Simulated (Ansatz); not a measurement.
A run for Ansatz (an electronic-structure program): U-PBE0/def2-TZVPP on TaAs, 2S+1 = 5, a spin state set in the input, which need not be the lowest. Elements past Kr take the def2 small-core potentials; no spin–orbit coupling.

Ansatz 0.2 input:
```yaml
crystal:
  periodic: [false, false, false]
  atoms:
    - {symbol: Ta, position_ang: [0.00000000, 0.00000000, 0.00000000]}
    - {symbol: As, position_ang: [0.00000000, 0.00000000, 2.74500000]}
basis:
  gaussian:
    orbitals: def2-TZVPP
hamiltonian:
  xc: {name: PBE0}
magnetization: {spin_polarized: true, initial_magnetization: 4}
relax: {f_tol: 0.002, max_steps: 120}
```

What total energy does the run end on?

-2292.4626 hartree.

How many basis functions does it have, and what does it roughly cost on one machine?

104 functions; about 2.1 core-minutes (a rough figure).
